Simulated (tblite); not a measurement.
Species: C₂H₁₂Ge₂O₂Si.
Numbering: `[CH3:1][CH2:2][O:3][GeH2:4][GeH2:5][O:6][SiH3:7]` (hydrogens: H8, H9, H10 on C1; H11, H12 on C2; H13, H14 on Ge4; H15, H16 on Ge5; H17, H18, H19 on Si7)

Computed with GFN2-xTB (tblite), gas phase: L-BFGS steps from a force-field or distance-geometry start until the largest atomic force falls under 0.01 eV/Å.

At the end of the run (lengths in Å): O6–Si7 1.626, Ge4–Ge5 2.413, Ge5–O6 1.752, Ge4–H13 1.528, Ge4–H14 1.510, Si7–H18 1.467, Ge5–H15 1.514, Ge5–O6–Si7 140.4°, C2–O3–Ge4 124.2°, C1–C2–O3 112.6°, Ge4–Ge5–O6 110.0°, C1–C2–O3–Ge4 65°, C2–O3–Ge4–Ge5 33°, O3–Ge4–Ge5–O6 62°, H11–C2–O3–Ge4 -174°, H15–Ge5–O6–Si7 -156°.

Problem. These geometries were met on the way; a selection of coordinates is given. Order them by energy above the end point, lowest first.
A. O6–Si7 1.642, Ge4–Ge5 2.350, Ge5–O6 1.801, Ge4–H13 1.486, Ge4–H14 1.522, Si7–H18 1.462, Ge5–H15 1.516, Ge5–O6–Si7 114.8°, C2–O3–Ge4 113.5°, C1–C2–O3 112.5°, Ge4–Ge5–O6 110.6°, C1–C2–O3–Ge4 178°, C2–O3–Ge4–Ge5 -78°, O3–Ge4–Ge5–O6 58°, H11–C2–O3–Ge4 -62°, H15–Ge5–O6–Si7 -48°
B. O6–Si7 1.624, Ge4–Ge5 2.426, Ge5–O6 1.758, Ge4–H13 1.502, Ge4–H14 1.534, Si7–H18 1.480, Ge5–H15 1.521, Ge5–O6–Si7 128.6°, C2–O3–Ge4 120.4°, C1–C2–O3 110.1°, Ge4–Ge5–O6 106.9°, C1–C2–O3–Ge4 173°, C2–O3–Ge4–Ge5 -70°, O3–Ge4–Ge5–O6 59°, H11–C2–O3–Ge4 -67°, H15–Ge5–O6–Si7 -56°
C. O6–Si7 1.623, Ge4–Ge5 2.420, Ge5–O6 1.772, Ge4–H13 1.515, Ge4–H14 1.544, Si7–H18 1.500, Ge5–H15 1.522, Ge5–O6–Si7 123.0°, C2–O3–Ge4 116.0°, C1–C2–O3 110.3°, Ge4–Ge5–O6 108.7°, C1–C2–O3–Ge4 175°, C2–O3–Ge4–Ge5 -75°, O3–Ge4–Ge5–O6 61°, H11–C2–O3–Ge4 -64°, H15–Ge5–O6–Si7 -52°
D. O6–Si7 1.624, Ge4–Ge5 2.411, Ge5–O6 1.764, Ge4–H13 1.511, Ge4–H14 1.531, Si7–H18 1.471, Ge5–H15 1.521, Ge5–O6–Si7 140.5°, C2–O3–Ge4 127.0°, C1–C2–O3 108.9°, Ge4–Ge5–O6 106.6°, C1–C2–O3–Ge4 170°, C2–O3–Ge4–Ge5 -65°, O3–Ge4–Ge5–O6 60°, H11–C2–O3–Ge4 -70°, H15–Ge5–O6–Si7 -64°
E. O6–Si7 1.726, Ge4–Ge5 2.396, Ge5–O6 1.802, Ge4–H13 1.570, Ge4–H14 1.547, Si7–H18 1.467, Ge5–H15 1.546, Ge5–O6–Si7 105.7°, C2–O3–Ge4 108.3°, C1–C2–O3 109.7°, Ge4–Ge5–O6 109.9°, C1–C2–O3–Ge4 180°, C2–O3–Ge4–Ge5 -82°, O3–Ge4–Ge5–O6 54°, H11–C2–O3–Ge4 -61°, H15–Ge5–O6–Si7 -46°

Solution. D (0.111 eV), B (0.180 eV), C (0.296 eV), A (0.484 eV), E (0.874 eV).

```
step  E above end (eV)  rms distance from the end, all atoms (Å)  largest force (eV/Å)  rms shift of all bonds from the end (Å)
  32             0.111                                     0.818                 0.077                                    0.009
  19             0.180                                     0.894                 0.264                                    0.013
  10             0.296                                     0.962                 0.426                                    0.015
   4             0.484                                     1.013                 0.427                                    0.024
   0             0.874                                     1.039                 2.278                                    0.034
```

Rows stand in the order of the answer.
